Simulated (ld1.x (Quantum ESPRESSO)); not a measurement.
**u(r) = r·R(r): atom against pseudo-atom (manganese (Mn))**

Columns: radius, all-electron u(r) and pseudo u(r) of the 3s shell (level -85.64 eV) of manganese in the configuration [Ne] 3s2 3p6 3d5 4s2 4p0; PBEsol, scalar-relativistic, PAW scheme, ld1.x (Quantum ESPRESSO) 7.5.

```json
{"r (bohr)": "0.098", "all-electron": "-0.1860", "pseudo": "0.3401"}
{"r (bohr)": "0.195", "all-electron": "-0.6413", "pseudo": "0.6527"}
{"r (bohr)": "0.292", "all-electron": "-0.3018", "pseudo": "0.9203"}
{"r (bohr)": "0.390", "all-electron": "0.2777", "pseudo": "1.1287"}
{"r (bohr)": "0.488", "all-electron": "0.7643", "pseudo": "1.2654"}
{"r (bohr)": "0.585", "all-electron": "1.0631", "pseudo": "1.3280"}
{"r (bohr)": "0.682", "all-electron": "1.1935", "pseudo": "1.3237"}
{"r (bohr)": "0.780", "all-electron": "1.2007", "pseudo": "1.2625"}
{"r (bohr)": "0.878", "all-electron": "1.1303", "pseudo": "1.1599"}
{"r (bohr)": "0.975", "all-electron": "1.0199", "pseudo": "1.0338"}
{"r (bohr)": "1.072", "all-electron": "0.8937", "pseudo": "0.8991"}
{"r (bohr)": "1.170", "all-electron": "0.7653", "pseudo": "0.7664"}
{"r (bohr)": "1.268", "all-electron": "0.6450", "pseudo": "0.6450"}
{"r (bohr)": "1.365", "all-electron": "0.5380", "pseudo": "0.5380"}
{"r (bohr)": "1.463", "all-electron": "0.4436", "pseudo": "0.4436"}
{"r (bohr)": "1.560", "all-electron": "0.3638", "pseudo": "0.3638"}
{"r (bohr)": "1.658", "all-electron": "0.2960", "pseudo": "0.2960"}
{"r (bohr)": "1.755", "all-electron": "0.2403", "pseudo": "0.2403"}
{"r (bohr)": "1.852", "all-electron": "0.1942", "pseudo": "0.1942"}
{"r (bohr)": "1.950", "all-electron": "0.1561", "pseudo": "0.1561"}
{"r (bohr)": "2.047", "all-electron": "0.1255", "pseudo": "0.1255"}
{"r (bohr)": "2.145", "all-electron": "0.1004", "pseudo": "0.1004"}
{"r (bohr)": "2.242", "all-electron": "0.0803", "pseudo": "0.0803"}
{"r (bohr)": "2.340", "all-electron": "0.0640", "pseudo": "0.0640"}
{"r (bohr)": "2.438", "all-electron": "0.0510", "pseudo": "0.0510"}
{"r (bohr)": "2.535", "all-electron": "0.0406", "pseudo": "0.0406"}
```

How many radial nodes do the two functions have?

The all-electron 3s function has n − l − 1 = 2 (the table is too coarse to show those close to the nucleus); the pseudo-wave has 0, since the states of the same l below it are removed with the core.

At about which radius was the pseudo-wave matched?

1.30 bohr, where the columns begin to agree (steps of 0.10 bohr).

Is the pseudo-wave norm-conserving?

No, it belongs to a PAW set: the norm inside the radius is not constrained, and the difference is carried by the augmentation charge.
